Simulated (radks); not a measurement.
The numbers below are computed, except where a source is named.
Task: Ionisation of Al5+, [He] 2s2 2p4, to Al6+, [He] 2s2 2p3, under several functionals. Dirac Kohn-Sham, spin-unpolarised, spherical densities, point nucleus; open shells are shared between the two j in proportion to 2j + 1; a radial shooting solver on a logarithmic mesh with Libxc functionals. Known Delta-SCF values: HCTH/407 197.33 eV; exchange-only LDA 193.92 eV. What does PW91 give, and what is its highest occupied eigenvalue?

Result: 196.42 eV by Delta-SCF; the 2p3/2 eigenvalue is -176.26 eV. NIST: 190.49 eV (semi-empirical).

Beside tabulated values, note that spin-unpolarised runs miss the spin-polarisation part of the exchange energy of open shells.
